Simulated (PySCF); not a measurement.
Ligand exchange on a metal centre used in film growth or etching (Zn Cl-CH3). All species are isolated molecules in the gas phase. One relaxed conformer stands for each flexible species; it need not be the lowest.

The numbers are results of TPSSh-D3(BJ)/def2-TZVP // TPSS-D3(BJ)/def2-SVP (PySCF), not measurements. 

```tsv
species	LUMO (eV)	coordination number
0 of 2 Cl replaced by CH3	-2.16	2
1 of 2 Cl replaced by CH3 ([Zn(Cl)(CH3)])	-0.88	2
2 of 2 Cl replaced by CH3	-0.10	2
```
